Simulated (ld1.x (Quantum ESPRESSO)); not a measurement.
## How hard is this scandium TM semilocal potential?

```
Element                 : scandium (Sc)
Generator               : ld1.x (Quantum ESPRESSO) 7.5
Type                    : norm-conserving Troullier–Martins (semilocal form)
Functional              : LDA (PZ)
Relativity              : scalar-relativistic
Frozen core             : [Ne]
Valence charge          : 11
Reference configuration : 3s2 3p6 3d1 4s1.5 4p0.5
Partial waves           : 3s (bound): rc 1.05 bohr; 3d (bound): rc 1.50 bohr; 3p (bound): rc 1.40 bohr
Local potential         : the p channel
Core correction         : Bessel-smoothed model core inside 0.65 bohr
```

Occupied shells without a wave of their own: 4p, 4s. They enter only through the test configuration that unscreens the potential, and ld1.x also counts them in the model core charge.

The pseudo-atom Hamiltonian at the reference potential is diagonalised in spherical Bessel functions j_l(qr) that vanish at 20 bohr, with q² up to the cutoff. All-electron valence levels (Ry): 3s -4.0695, 4s -0.3434, 3d -0.2949, 3p -2.5151, 4p -0.1346.

How do the lowest levels (Ry) of each channel move with the cutoff, and are there ghosts?

```json
{"cutoff (Ry)": "8", "s #1": "-3.5427", "s #2": "-0.2992", "d #1": "0.0017", "p #1": "-1.6809", "p #2": "-0.0854", "p #3": "0.0439", "Σ f·Δε (mRy)": "6450.6"}
{"cutoff (Ry)": "12", "s #1": "-3.5598", "s #2": "-0.3004", "d #1": "-0.0069", "p #1": "-2.1136", "p #2": "-0.1090", "p #3": "0.0362", "Σ f·Δε (mRy)": "3797.9"}
{"cutoff (Ry)": "21", "s #1": "-3.7744", "s #2": "-0.3162", "d #1": "-0.0368", "p #1": "-2.4575", "p #2": "-0.1305", "p #3": "0.0304", "Σ f·Δε (mRy)": "1240.9"}
{"cutoff (Ry)": "30", "s #1": "-3.9385", "s #2": "-0.3316", "d #1": "-0.0874", "p #1": "-2.5109", "p #2": "-0.1348", "p #3": "0.0293", "Σ f·Δε (mRy)": "516.8"}
{"cutoff (Ry)": "45", "s #1": "-4.0454", "s #2": "-0.3434", "d #1": "-0.2116", "p #1": "-2.5142", "p #2": "-0.1353", "p #3": "0.0292", "Σ f·Δε (mRy)": "140.5"}
{"cutoff (Ry)": "55", "s #1": "-4.0522", "s #2": "-0.3446", "d #1": "-0.2654", "p #1": "-2.5145", "p #2": "-0.1353", "p #3": "0.0292", "Σ f·Δε (mRy)": "69.5"}
{"cutoff (Ry)": "70", "s #1": "-4.0537", "s #2": "-0.3446", "d #1": "-0.2903", "p #1": "-2.5150", "p #2": "-0.1353", "p #3": "0.0292", "Σ f·Δε (mRy)": "38.9"}
{"cutoff (Ry)": "100", "s #1": "-4.0648", "s #2": "-0.3454", "d #1": "-0.2948", "p #1": "-2.5151", "p #2": "-0.1353", "p #3": "0.0292", "Σ f·Δε (mRy)": "10.4"}
{"cutoff (Ry)": "120", "s #1": "-4.0683", "s #2": "-0.3458", "d #1": "-0.2949", "p #1": "-2.5151", "p #2": "-0.1353", "p #3": "0.0292", "Σ f·Δε (mRy)": "2.7"}
{"cutoff (Ry)": "180", "s #1": "-4.0691", "s #2": "-0.3459", "d #1": "-0.2949", "p #1": "-2.5151", "p #2": "-0.1353", "p #3": "0.0292", "Σ f·Δε (mRy)": "0.9"}
{"cutoff (Ry)": "230", "s #1": "-4.0695", "s #2": "-0.3459", "d #1": "-0.2949", "p #1": "-2.5151", "p #2": "-0.1353", "p #3": "0.0292", "Σ f·Δε (mRy)": "0.1"}
{"cutoff (Ry)": "400", "s #1": "-4.0696", "s #2": "-0.3459", "d #1": "-0.2949", "p #1": "-2.5151", "p #2": "-0.1353", "p #3": "0.0292", "Σ f·Δε (mRy)": "0.0"}
```

Result: no extra level below or beside the all-electron valence levels (s, d, p tested); the semilocal form is local in each channel, so this says nothing of the separable form that plane-wave codes build from it; 10 mRy is reached at 110 Ry and 1 mRy at 180 Ry.

ld1.x takes every shell without a wave as core, so the model core holds the 4p, 4s electrons as well and exchange and correlation see them twice. This cancels in the reference configuration, but the file is broken for other ones, and its errors say nothing about a proper core correction. Its largest configuration-test error is -827 meV.
